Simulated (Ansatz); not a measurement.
`[AsH3+][InH3-]`, 8 atoms. Charge 0, multiplicity 1. Correlated methods include outer-core shells of As, In, which these sets cover unevenly. Scalar relativity is left out up to krypton. In: def2 effective core potential. All runs use 2 threads of a server CPU on a shared host. Correlated methods freeze the cores.

**Question.** Give the basis size and wall time and peak host memory of each of these runs in Ansatz. RKS PBE-D4/def2-TZVPP energy and forces; RHF-MP2/def2-QZVPP energy; RKS PBE0-D4/def2-QZVPP energy; RHF-CCSD(T)/def2-SVP energy; RKS B2PLYP (frozen core)/def2-TZVPP energy; RHF-CCSD(T)/def2-TZVPP energy; RKS PBE0-D4/def2-TZVP relaxation (6 steps); direct RPA on PBE orbitals/def2-TZVPP energy; RKS BHLYP-D4/def2-TZVPP energy; RKS PBE0-D4/def2-TZVP frequencies; RKS ωB97M-V/def2-SVP energy; RKS PBE0-D4/def2-SVP energy. (Best estimate.)

**Answer.** The calculation gave: Other jobs shared the machine, so times are rough.

| level | job | functions | wall time | peak host memory (GiB) |
| --- | --- | --- | --- | --- |
| RKS PBE0-D4/def2-SVP | energy | 88 | 1.7 s | 0.18 |
| RKS PBE-D4/def2-TZVPP | energy and forces | 182 | 2.9 s | 0.2 |
| RKS BHLYP-D4/def2-TZVPP | energy | 182 | 3.7 s | 0.41 |
| RHF-CCSD(T)/def2-SVP | energy | 88 | 5.5 s | 0.31 |
| direct RPA on PBE orbitals/def2-TZVPP | energy | 182 | 6 s | 0.35 |
| RKS B2PLYP (frozen core)/def2-TZVPP | energy | 182 | 6 s | 0.4 |
| RKS ωB97M-V/def2-SVP | energy | 88 | 8 s | 0.27 |
| RKS PBE0-D4/def2-QZVPP | energy | 351 | 10 s | 1 |
| RHF-MP2/def2-QZVPP | energy | 351 | 21 s | 1.3 |
| RKS PBE0-D4/def2-TZVP | relaxation (6 steps) | 134 | 24 s | 0.32 |
| RHF-CCSD(T)/def2-TZVPP | energy | 182 | 96 s | 1.9 |
| RKS PBE0-D4/def2-TZVP | frequencies | 134 | 2.2 min | 0.33 |
